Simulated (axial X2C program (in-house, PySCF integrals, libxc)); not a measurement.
Ionising BeCl

All values come from calculations with an in-house all-electron X2C program for linear molecules (integrals from PySCF), spin-free (one-electron X2C) or two-component (2c: spin–orbit coupling with atomic mean-field Coulomb and Gaunt terms, which also bring small scalar terms), in Dyall basis sets with cores contracted in-house; open shells are unrestricted.

Basis sets: Be dyall-cv3z, Cl dyall-av3z. Frozen shells (counts by l): BeCl Cl 2s1p, Be 1s, 9 electrons correlated; BeCl⁺ Cl 2s1p, Be 1s, 8 electrons correlated. Where the outer core of a metal is frozen, bonds come out longer and ionisation energies lower.

```json
{"Hamiltonian": "spin-free", "level": "HF", "BeCl state": "M_S = 1/2, Λ = 0", "Re (Å)": "1.813", "ωe (cm⁻¹)": "844.0", "De (eV)": "3.63"}
{"Hamiltonian": "spin-free", "level": "PBE0", "BeCl state": "M_S = 1/2, Λ = 0", "Re (Å)": "1.803", "ωe (cm⁻¹)": "838.3", "De (eV)": "4.28"}
{"Hamiltonian": "spin-free", "level": "MP2", "BeCl state": "M_S = 1/2, Λ = 0", "Re (Å)": "1.810", "ωe (cm⁻¹)": "841.4", "De (eV)": "4.31"}
{"Hamiltonian": "2c", "level": "HF", "BeCl state": "Ω = 1/2", "Re (Å)": "1.813", "ωe (cm⁻¹)": "843.9", "De (eV)": "3.56"}
{"Hamiltonian": "2c", "level": "PBE0", "BeCl state": "Ω = 1/2", "Re (Å)": "1.803", "ωe (cm⁻¹)": "838.1", "De (eV)": "4.27"}
{"Hamiltonian": "2c", "level": "MP2", "BeCl state": "Ω = 1/2", "Re (Å)": "1.810", "ωe (cm⁻¹)": "841.3", "De (eV)": "4.27"}
```

Adiabatic ionisation energy (minimum to minimum, no zero-point term) and constants of BeCl⁺:

```csv
Hamiltonian,level,BeCl⁺ state,IE (eV),Re (Å),ωe (cm⁻¹),De (eV),fragments
spin-free,HF,"M_S = 0, Λ = 0",8.58,1.719,1033.2,3.09,Cl + Be+
spin-free,PBE0,"M_S = 0, Λ = 0",8.76,1.716,1021.0,4.49,Cl + Be+
spin-free,MP2,"M_S = 0, Λ = 0",8.62,1.727,1016.1,4.52,Cl + Be+
2c,HF,Ω = 0,8.58,1.719,1032.9,3.03,Cl + Be+
2c,PBE0,Ω = 0,8.76,1.716,1020.7,4.49,Cl + Be+
2c,MP2,Ω = 0,8.62,1.727,1015.8,4.48,Cl + Be+
```

Problem. Add the zero-point terms to the ionisation energy at MP2, 2c, and say whether the electron removed was bonding.

Solution. IE0 = IE + (ωe⁺ − ωe)/2 = 8.62 + (0.011) = 8.63 eV. Re changes by -0.083 Å, so the bond shortens, as on loss of an antibonding or a polarising non-bonding electron.

Problem. Close the cycle De(BeCl⁺) + IE(BeCl) = De(BeCl) + IE(Be) to find the atomic ionisation energy at MP2, 2c.

Solution. IE(Be) = 4.48 + 8.62 − 4.27 = 8.83 eV, for the determinants used.

Each entry is the lowest single determinant of a limited PBE0 search at one distance. De goes to single-determinant-based atoms at the same level (for ions the charge split of lowest energy) and is withheld (n/a) where an atom does not fit its ground term or J level. Main or longest-lived isotopes. Some light 2c atoms are not at their ground J level, so De misses part of their lowering (0.04 eV or less). The functionals have no current term, which raises determinants with orbital currents.
